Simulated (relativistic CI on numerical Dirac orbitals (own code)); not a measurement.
# Ta²⁺ (5d3) in a crystal field

Calculated by Dirac-Coulomb-Breit CI, KLI orbitals optimised for each configuration, model QED (radiative potential, 1s self-energy scaled to tabulated hydrogen-like ionisation energies), valence Slater integrals scaled by 0.75, one configuration in a parametric crystal field (own radial code).

Field parameters in Wybourne normalisation: D4h B²₀ = −7Ds, B⁴₀ = 21(Dq − Dt), B⁴₄ = 21√(5/14) Dq. The field is a parameter set, without covalency.

S is read from ⟨S²⟩ = S(S + 1).

Levels (cm⁻¹, degeneracy): 0 (2), 14 (2), 2956 (2), 4651 (2), 10003 (2), 10023 (2), 10558 (2), 16014 (2), 20103 (2), 20380 (2), 20434 (2), 20485 (2).

Which field gives this pattern?
A. D4h, 10Dq = 19900, Ds = -680, Dt = -590 cm⁻¹
B. D4h, 10Dq = 19900, Ds = 1770, Dt = -590 cm⁻¹
C. D4h, 10Dq = 19900, Ds = 2180, Dt = -590 cm⁻¹
D. D4h, 10Dq = 19900, Ds = -1500, Dt = -590 cm⁻¹

C. D4h, 10Dq = 19900, Ds = 2180, Dt = -590 cm⁻¹, ground level with S = 1.45.
